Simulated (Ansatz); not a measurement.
Consider the cleavage of the Si–Ge bond: `[SiH3][GeH2][SiH3]` + `OC(O)[SiH3]` → `OC([SiH3])O[SiH3]` + `[SiH3][GeH3]`.

Gas-phase electronic energies from Ansatz, PBE0-D4/def2-TZVP geometries. CCSD(T)/CBS adds triple-zeta CCSD(T) − MP2 to the extrapolated MP2 energy (def2 sets, frozen cores). DFT in def2-TZVPP. B3LYP here is the variant with VWN-RPA as its local correlation; programs differ in this. For Ge outer-core shells are correlated without core-valence functions, which leaves a few kJ/mol of doubt a bond. Scalar relativity is left out up to krypton. One conformer a species, not always the lowest.

Is it downhill or uphill in electronic energy at CCSD(T)/CBS, and by how much? (An estimate is asked.)

Ansatz gave: Downhill: ΔE = -60.1 kJ/mol.

What do these levels give: PBE-D4, B3LYP-D4, ωB97X-V, ωB97M-V, SCS-MP2/def2-TZVPP, MP2/CBS(def2)? (Estimate.)

The calculation gave: PBE-D4 -42.9, B3LYP-D4 -63.2, ωB97X-V -62.5, ωB97M-V -63.5, SCS-MP2/def2-TZVPP -70.6, MP2/CBS(def2) -63.7 kJ/mol.

Largest T1 diagnostic among the species: 0.013.

In def2-TZVPP, CCSD(T) changes the Hartree–Fock value by +19.3 kJ/mol (the triples alone add +1.9 kJ/mol) and MP2 by +15.8 kJ/mol. From PBE to PBE0 (25 % exact exchange), in def2-TZVPP and without D4, ΔE moves by −4.7 kJ/mol.
